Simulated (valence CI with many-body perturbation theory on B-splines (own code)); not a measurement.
Results of a calculation; reference values are marked as such.
Basis-set convergence for Hf31+

Method: valence CI with perturbative core correlation (CI+MBPT): five valence electrons over a frozen Dirac-Fock core [Kr], radial functions for each j: 7 s, 7 p, 8 d, 6 f, 4 g, 1 h, with the one-electron correlation potential Σ1 (screened to all orders), the two-electron term Σ2, the three-electron term Σ3, Breit, model QED; selected single and double excitations, second order for the rest, scaled by the run's own slope (own B-spline code, finite nucleus).

The last digits are not significant, and no measured levels were compared; by estimate large intervals hold to a few tenths of a per cent, small ones and those within an open d or f shell to about a per cent. Among the levels kept, up to 410 cm⁻¹ of a level comes from second order outside the variational space, and about a tenth of that is noise between levels of different J, which matters for small intervals. Only levels of the ground parity were solved; by the run's estimate the other parity begins above the list, which can be wrong where configurations are misplaced.

The reference run has the lowest level (4d3/2^4 4d5/2) J=5/2 and an ionisation energy of 1245.69 eV. Its largest variational space holds 19995 state functions.

Levels are named by their leading jj configuration (3d3/2^4 stands for four electrons in 3d with j = 3/2), which in mixed levels can hold well under half, so a name can repeat and another be missing. Letters in brackets count levels of one name in rising energy.

Changed runs:
A. basis 6 s, 6 p, 5 d, 5 f, 1 g
B. basis 5 s, 5 p, 4 d, 4 f

Excitation energies of the reference run in cm⁻¹, and shifts in cm⁻¹:

```tsv
Level	Reference	A	B
(4d3/2^3 4d5/2^2) J=5/2 [a]	85031	-185	-357
(4d3/2^3 4d5/2^2) J=7/2 [a]	120772	-25	+456
(4d3/2^3 4d5/2^2) J=3/2 [a]	124433	-5.4	+427
(4d3/2^3 4d5/2^2) J=11/2	128075	+43	+439
(4d3/2^3 4d5/2^2) J=9/2	139144	+3.1	+712
(4d3/2^3 4d5/2^2) J=5/2 [b]	146063	-2.9	+846
(4d3/2^3 4d5/2^2) J=1/2	152240	+26	+806
(4d3/2^3 4d5/2^2) J=7/2 [b]	161659	+105	+1223
(4d3/2^3 4d5/2^2) J=3/2 [b]	200655	+188	+1326
(4d3/2^2 4d5/2^3) J=5/2 [a]	205686	-104	+64
(4d3/2^2 4d5/2^3) J=7/2 [a]	226448	-133	+378
(4d3/2^2 4d5/2^3) J=11/2	231506	-47	+314
Ionisation energy (eV)	1245.69	-0.08	-0.18
```
